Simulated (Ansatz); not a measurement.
Born–Oppenheimer molecular dynamics of a periodic cell of 17 atoms, SiW16 (host W, host structure bcc, interstitial Si). It starts from a relaxed structure.

Theory: DFT PBE, scalar-relativistic, plane waves, PAW in Ansatz 0.2.0. Settings: accuracy low, PAW set soft_1, cutoff 420 eV, k mesh 2x2x2, fermi-dirac smearing 0.05 eV, no spin polarisation.

```json
{"ensemble": "NVT, Langevin thermostat", "time step": "3 fs", "steps asked": "240", "set temperature": "1200 K", "friction": "0.005 /fs", "seed": "359271"}
```

Frames 30 fs apart, positions in Å, forces in eV/Å.

Velocities at 60 fs (Å/ps):

```
W 2.60 0.22 3.77
W -1.26 0.13 -2.14
W 2.32 0.69 -2.34
W -1.45 1.18 -0.50
W 1.30 0.46 2.32
W -0.34 -1.44 0.93
W 0.69 0.46 -0.83
W -1.05 -1.64 2.66
W 3.60 -1.99 -0.89
W 3.96 -1.76 0.60
W 0.29 0.62 -2.61
W -1.60 -1.38 -0.90
W -0.30 1.71 1.84
W 0.85 -0.15 1.01
W -0.25 -0.19 -0.22
W -2.39 0.40 1.05
Si 1.86 -4.82 -4.98
```

```xyz
17
Lattice="6.3200 0.0000 0.0000 0.0000 6.3200 0.0000 0.0000 0.0000 6.3200" Properties=species:S:1:pos:R:3:forces:R:3 time_fs=60 energy_less_start_eV=1.942 T=596
W 0.532 -0.051 0.141 -3.30 0.87 -0.51
W 2.702 0.031 -0.204 3.37 -0.24 1.74
W 0.036 3.140 0.054 0.30 -0.13 0.15
W -0.038 0.029 3.309 0.95 -0.83 -2.30
W 1.650 1.598 1.694 -0.26 2.09 1.01
W 3.285 3.277 0.073 -2.25 -1.49 -0.19
W 3.030 -0.038 3.288 1.75 0.27 -1.16
W 4.633 1.598 1.638 1.19 0.58 1.22
W -0.059 3.150 3.130 1.13 -0.86 0.83
W 1.620 4.686 1.812 0.62 -1.06 -1.39
W 1.631 1.784 4.673 -1.24 -1.15 0.76
W 3.254 3.122 3.272 -1.32 1.03 -1.31
W 4.801 4.675 1.669 -0.87 -0.31 1.51
W 4.835 1.487 4.722 -0.88 3.11 0.12
W 1.445 4.605 4.724 1.26 -0.63 -0.75
W 4.743 4.703 4.710 0.29 -0.69 0.36
Si 4.779 -0.034 0.092 -0.72 -0.56 -0.07
17
Lattice="6.3200 0.0000 0.0000 0.0000 6.3200 0.0000 0.0000 0.0000 6.3200" Properties=species:S:1:pos:R:3:forces:R:3 time_fs=90 energy_less_start_eV=1.567 T=875
W 0.531 -0.018 0.239 -2.53 0.46 -1.29
W 2.744 0.033 -0.230 -0.41 0.14 1.27
W 0.133 3.147 -0.001 -1.25 -0.17 1.19
W -0.052 0.067 3.245 1.41 -2.09 -0.23
W 1.704 1.626 1.767 -0.71 0.26 -1.53
W 3.235 3.208 0.087 -0.25 -0.75 -0.47
W 3.106 -0.036 3.234 1.02 -0.18 0.15
W 4.645 1.540 1.732 1.54 1.26 -0.77
W 0.035 3.057 3.128 -0.89 1.98 0.64
W 1.731 4.637 1.785 -1.26 0.19 -1.42
W 1.632 1.739 4.634 -1.10 -1.62 1.99
W 3.202 3.111 3.225 0.93 1.13 0.51
W 4.798 4.682 1.745 0.07 -1.98 0.68
W 4.844 1.552 4.798 -0.90 1.41 -0.03
W 1.468 4.608 4.702 0.78 0.42 -0.39
W 4.711 4.670 4.712 0.99 -0.54 0.22
Si 4.744 -0.104 0.131 2.54 0.10 -0.53
17
Lattice="6.3200 0.0000 0.0000 0.0000 6.3200 0.0000 0.0000 0.0000 6.3200" Properties=species:S:1:pos:R:3:forces:R:3 time_fs=120 energy_less_start_eV=1.894 T=886
W 0.486 -0.027 0.265 2.90 0.61 -1.15
W 2.813 0.019 -0.210 -2.13 0.52 1.08
W 0.157 3.101 -0.034 -1.49 0.35 1.58
W -0.033 0.034 3.214 1.76 -1.94 0.63
W 1.717 1.671 1.746 -0.22 -1.41 -1.43
W 3.196 3.165 0.053 0.95 -0.58 -0.20
W 3.225 -0.023 3.162 -0.93 -0.13 1.30
W 4.759 1.500 1.776 -0.13 1.87 -1.74
W 0.037 3.016 3.122 0.53 2.52 1.50
W 1.797 4.604 1.667 -2.63 1.17 0.86
W 1.617 1.607 4.643 -0.79 0.59 0.60
W 3.134 3.192 3.232 1.45 -1.74 0.88
W 4.777 4.556 1.853 0.98 0.48 -2.59
W 4.822 1.676 4.868 -0.65 -1.59 -0.62
W 1.492 4.655 4.724 0.64 -0.30 -1.24
W 4.764 4.625 4.711 0.39 0.19 0.53
Si 4.804 -0.175 0.144 -0.63 -0.58 0.01
17
Lattice="6.3200 0.0000 0.0000 0.0000 6.3200 0.0000 0.0000 0.0000 6.3200" Properties=species:S:1:pos:R:3:forces:R:3 time_fs=150 energy_less_start_eV=2.060 T=811
W 0.488 -0.048 0.234 1.10 1.21 -1.43
W 2.781 0.022 -0.128 2.32 0.17 0.53
W 0.106 3.072 0.003 -0.02 0.67 0.60
W 0.023 -0.065 3.216 1.02 0.22 -0.13
W 1.762 1.645 1.640 -0.89 -0.32 1.89
W 3.225 3.094 0.042 -0.14 0.97 -0.05
W 3.300 -0.003 3.170 -1.50 -0.04 0.67
W 4.844 1.499 1.707 -0.46 0.94 -0.55
W 0.086 3.069 3.155 0.57 -0.14 1.20
W 1.722 4.601 1.591 -0.74 -0.06 2.66
W 1.607 1.517 4.670 -0.77 2.61 -1.19
W 3.114 3.218 3.253 1.12 -2.37 0.29
W 4.773 4.461 1.866 0.70 0.88 -1.82
W 4.767 1.714 4.879 0.70 -3.39 -1.08
W 1.544 4.709 4.712 0.40 -1.99 -0.94
W 4.820 4.631 4.738 -0.45 -0.72 -1.12
Si 4.822 -0.344 0.185 -2.97 1.35 0.47
17
Lattice="6.3200 0.0000 0.0000 0.0000 6.3200 0.0000 0.0000 0.0000 6.3200" Properties=species:S:1:pos:R:3:forces:R:3 time_fs=180 energy_less_start_eV=1.861 T=1095
W 0.488 0.014 0.124 0.66 -0.07 -1.60
W 2.811 0.076 -0.046 -0.09 -1.19 -0.77
W 0.033 3.099 0.082 1.79 0.40 -1.00
W 0.081 -0.152 3.210 -0.10 2.27 -0.50
W 1.761 1.611 1.627 -1.02 1.19 2.67
W 3.261 3.086 -0.015 -1.73 1.19 1.02
W 3.325 -0.036 3.162 -1.20 0.27 0.28
W 4.894 1.578 1.564 -0.63 1.01 3.06
W 0.164 3.119 3.273 -1.70 -1.31 -1.22
W 1.603 4.593 1.616 1.75 -0.20 0.84
W 1.579 1.582 4.679 0.66 1.00 -0.78
W 3.192 3.128 3.279 0.31 -0.78 -1.28
W 4.785 4.458 1.769 0.04 -0.98 1.45
W 4.754 1.639 4.832 1.46 -2.83 -1.25
W 1.619 4.719 4.635 0.69 -1.39 1.48
W 4.816 4.611 4.742 -0.20 1.12 0.15
Si 4.801 -0.286 0.307 -0.67 0.31 -2.57
17
Lattice="6.3200 0.0000 0.0000 0.0000 6.3200 0.0000 0.0000 0.0000 6.3200" Properties=species:S:1:pos:R:3:forces:R:3 time_fs=210 energy_less_start_eV=1.800 T=956
W 0.492 0.097 -0.060 0.57 -0.94 0.53
W 2.824 0.123 -0.009 -1.69 -0.79 0.20
W 0.021 3.173 0.150 2.14 -0.72 -2.53
W 0.106 -0.135 3.176 -0.36 1.32 -0.42
W 1.696 1.609 1.714 -0.61 0.39 0.07
W 3.240 3.106 -0.038 -1.19 0.12 0.86
W 3.310 -0.097 3.092 -0.86 0.44 0.62
W 4.898 1.667 1.558 -0.77 -3.09 1.13
W 0.173 3.088 3.320 -2.90 0.36 -2.36
W 1.567 4.613 1.688 2.04 0.32 -1.15
W 1.569 1.656 4.652 2.23 -0.70 0.66
W 3.237 3.019 3.249 0.41 0.80 -1.21
W 4.778 4.442 1.708 -0.24 1.38 1.67
W 4.811 1.451 4.733 0.09 0.88 -0.12
W 1.703 4.657 4.625 -0.07 0.10 1.95
W 4.795 4.605 4.713 0.33 -1.40 -2.00
Si 4.805 -0.335 0.096 0.90 1.51 2.07
17
Lattice="6.3200 0.0000 0.0000 0.0000 6.3200 0.0000 0.0000 0.0000 6.3200" Properties=species:S:1:pos:R:3:forces:R:3 time_fs=240 energy_less_start_eV=1.863 T=911
W 0.538 0.140 -0.171 -0.71 -1.70 0.45
W 2.818 0.139 0.043 0.89 -1.35 -0.65
W 0.126 3.203 0.146 -0.44 -0.61 -2.26
W 0.155 -0.086 3.110 -1.03 0.08 0.76
W 1.634 1.606 1.764 0.38 0.62 -1.49
W 3.194 3.124 0.003 0.45 -0.07 -0.13
W 3.282 -0.113 3.052 -0.84 0.61 1.89
W 4.845 1.642 1.629 0.44 -0.33 -0.14
W 0.098 3.091 3.211 -0.50 0.66 0.14
W 1.627 4.657 1.708 0.70 -0.71 -1.77
W 1.617 1.693 4.637 1.82 -0.06 -0.20
W 3.322 3.009 3.202 -1.78 0.81 -0.08
W 4.729 4.493 1.710 0.85 -0.64 0.22
W 4.841 1.333 4.639 -0.39 2.30 1.43
W 1.743 4.607 4.655 -0.69 0.44 0.61
W 4.785 4.591 4.589 1.02 0.91 3.34
Si 4.862 -0.186 0.270 -0.17 -0.96 -2.10
17
Lattice="6.3200 0.0000 0.0000 0.0000 6.3200 0.0000 0.0000 0.0000 6.3200" Properties=species:S:1:pos:R:3:forces:R:3 time_fs=270 energy_less_start_eV=1.778 T=904
W 0.569 0.088 -0.204 0.02 0.33 0.46
W 2.829 0.072 0.065 1.38 0.13 -0.53
W 0.175 3.174 0.037 -1.64 -0.46 -0.88
W 0.144 -0.022 3.126 0.10 -0.75 -0.19
W 1.592 1.653 1.703 0.81 -0.06 -0.90
W 3.213 3.160 -0.012 1.36 -0.92 -0.32
W 3.235 -0.085 3.116 -0.77 0.10 0.78
W 4.786 1.543 1.691 1.30 -0.88 -3.38
W 0.034 3.142 3.114 2.14 -0.80 1.09
W 1.726 4.630 1.656 -1.66 0.08 -0.43
W 1.753 1.751 4.592 -0.66 -1.18 0.44
W 3.395 3.034 3.114 -3.84 0.58 1.37
W 4.708 4.538 1.740 1.86 0.65 -1.91
W 4.818 1.372 4.603 0.46 2.03 2.70
W 1.736 4.605 4.671 -0.21 0.15 -0.83
W 4.854 4.583 4.549 0.24 0.63 2.77
Si 4.892 -0.302 0.078 -0.89 0.37 -0.24
17
Lattice="6.3200 0.0000 0.0000 0.0000 6.3200 0.0000 0.0000 0.0000 6.3200" Properties=species:S:1:pos:R:3:forces:R:3 time_fs=300 energy_less_start_eV=1.399 T=911
W 0.574 0.027 -0.152 0.43 0.57 0.24
W 2.859 0.030 0.056 -0.82 0.24 -0.22
W 0.152 3.122 -0.075 -0.78 -0.17 0.65
W 0.131 0.033 3.135 0.17 -1.24 -0.07
W 1.597 1.702 1.598 0.64 -1.08 0.73
W 3.301 3.185 0.005 0.11 -1.52 -0.74
W 3.163 -0.081 3.187 1.25 0.01 -0.85
W 4.770 1.446 1.634 1.15 0.82 -1.36
W 0.067 3.135 3.105 0.81 -1.14 0.60
W 1.776 4.566 1.665 -2.31 1.75 -0.98
W 1.839 1.728 4.602 -2.30 -1.30 0.40
W 3.330 3.070 3.067 -0.66 -0.04 1.65
W 4.803 4.574 1.698 1.22 -0.33 0.71
W 4.795 1.442 4.689 0.93 1.22 0.56
W 1.726 4.579 4.647 -0.10 0.58 -0.05
W 4.889 4.568 4.623 -0.13 -0.63 -1.58
Si 4.876 -0.367 -0.001 0.39 2.26 0.30
17
Lattice="6.3200 0.0000 0.0000 0.0000 6.3200 0.0000 0.0000 0.0000 6.3200" Properties=species:S:1:pos:R:3:forces:R:3 time_fs=330 energy_less_start_eV=1.732 T=578
W 0.585 0.016 -0.075 0.55 -0.78 -0.37
W 2.886 -0.052 0.042 -4.12 -0.40 -0.96
W 0.109 3.046 -0.115 0.82 0.75 1.30
W 0.091 0.048 3.097 0.34 -1.47 0.78
W 1.642 1.667 1.552 0.33 -0.90 1.23
W 3.373 3.148 0.018 -1.71 -0.76 -0.75
W 3.134 -0.098 3.231 1.97 -0.11 -1.39
W 4.738 1.429 1.578 1.08 2.77 2.15
W 0.134 3.107 3.083 -0.96 -1.06 0.75
W 1.764 4.567 1.661 -1.55 1.38 -1.28
W 1.773 1.650 4.602 -1.44 -0.99 0.57
W 3.212 3.053 3.065 2.57 0.31 1.56
W 4.946 4.567 1.674 -0.58 -0.09 0.16
W 4.801 1.498 4.805 0.45 1.08 -2.96
W 1.713 4.527 4.627 -0.09 1.25 1.21
W 4.911 4.543 4.674 -0.53 0.82 -0.99
Si 4.865 -0.191 0.041 2.86 -1.79 -1.02
17
Lattice="6.3200 0.0000 0.0000 0.0000 6.3200 0.0000 0.0000 0.0000 6.3200" Properties=species:S:1:pos:R:3:forces:R:3 time_fs=360 energy_less_start_eV=1.808 T=667
W 0.634 -0.011 -0.060 -4.50 -0.31 -0.07
W 2.837 -0.150 0.005 1.96 0.77 -0.60
W 0.069 3.006 -0.115 2.54 1.10 1.42
W 0.097 -0.017 3.077 0.45 -0.59 0.86
W 1.720 1.631 1.550 -0.26 -0.23 1.33
W 3.390 3.115 -0.004 -2.41 -0.39 -0.15
W 3.207 -0.127 3.228 0.79 0.21 -1.35
W 4.742 1.500 1.608 1.16 -0.53 0.17
W 0.136 3.054 3.031 -0.15 -0.61 1.95
W 1.663 4.612 1.616 1.18 -1.04 1.14
W 1.674 1.555 4.607 0.95 0.97 -0.55
W 3.207 3.055 3.106 1.71 0.37 0.56
W 5.062 4.537 1.635 -2.91 0.39 0.60
W 4.887 1.577 4.824 -1.35 -1.45 -2.94
W 1.715 4.515 4.674 -0.44 -0.01 -0.78
W 4.905 4.554 4.669 -0.18 -0.62 -2.56
Si 4.873 -0.274 -0.024 1.45 1.97 0.94
17
Lattice="6.3200 0.0000 0.0000 0.0000 6.3200 0.0000 0.0000 0.0000 6.3200" Properties=species:S:1:pos:R:3:forces:R:3 time_fs=390 energy_less_start_eV=1.723 T=834
W 0.557 -0.063 -0.059 0.23 0.02 -0.10
W 2.817 -0.180 -0.052 1.73 0.79 -0.40
W 0.091 3.022 -0.106 1.71 0.40 1.06
W 0.073 -0.108 3.067 1.22 0.42 0.81
W 1.753 1.565 1.593 -0.45 0.69 0.67
W 3.325 3.080 -0.057 -1.25 0.01 0.86
W 3.301 -0.140 3.152 -0.87 0.61 -0.26
W 4.767 1.562 1.667 0.34 -0.24 -0.26
W 0.081 2.990 3.051 1.84 0.60 1.37
W 1.612 4.665 1.606 2.13 -2.96 1.81
W 1.606 1.497 4.592 1.90 1.33 -0.65
W 3.265 3.110 3.213 -0.47 -1.14 -1.92
W 5.036 4.513 1.622 -3.22 1.23 -1.40
W 4.911 1.544 4.756 -1.75 0.05 -2.40
W 1.692 4.538 4.685 -0.53 -0.89 -1.94
W 4.927 4.567 4.570 -0.57 1.30 2.19
Si 4.870 -0.048 0.031 -1.98 -2.22 0.55
```

Of the whole run (720 fs, mean temperature of the second half 1012 K): The mean temperature of the second half is 16 % below the set value. A run of 0.72 ps of so small a system gives no equilibrium averages. Limits of this set-up: coarse k mesh, a small cell, in which the defect meets its images, low accuracy level.

Run time: 26 min on 2 threads of Arm Neoverse V1, with other jobs on the host, peak memory 1 GiB.
